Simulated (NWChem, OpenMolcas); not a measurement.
## How basis sets differ on SiNH3ClO (SMILES [NH][SiH](O)Cl)

The species is SiNH3ClO (7 atoms), meant as a doublet with charge 0. SMILES: `[NH][SiH](O)Cl`. Geometry: relaxed at PBE0-D4/def2-TZVP. This is one conformer, not always the lowest.

| atom | x (Å) | y (Å) | z (Å) |
| --- | --- | --- | --- |
| N | -0.3099 | 1.1115 | -0.8791 |
| Si | -0.0739 | -0.1143 | 0.3304 |
| O | 1.4656 | -0.6303 | 0.3048 |
| Cl | -1.3900 | -1.5939 | -0.2210 |
| H | -1.1515 | 1.6773 | -0.7563 |
| H | -0.3486 | 0.2802 | 1.7247 |
| H | 1.8696 | -0.7984 | -0.5492 |

Quantity: the dipole moment, in D. The values are calculated.

```
                 level          kind     program  value (D)
   ROHF/ANO-R0 (sfX2C)  Hartree–Fock  OpenMolcas       1.80
ROHF/ANO-RCC-MB (DKH2)  Hartree–Fock  OpenMolcas       2.10
 ROHF/ANO-XS-MB (DKH2)  Hartree–Fock  OpenMolcas       2.55
            UHF/STO-3G  Hartree–Fock  OpenMolcas       2.23
             UHF/3-21G  Hartree–Fock      NWChem       2.17
          UHF/def2-SVP  Hartree–Fock  OpenMolcas       1.28
```

The values span 1.28 to 2.55 D. Magnitudes only. Sets without polarisation functions give poor dipoles.
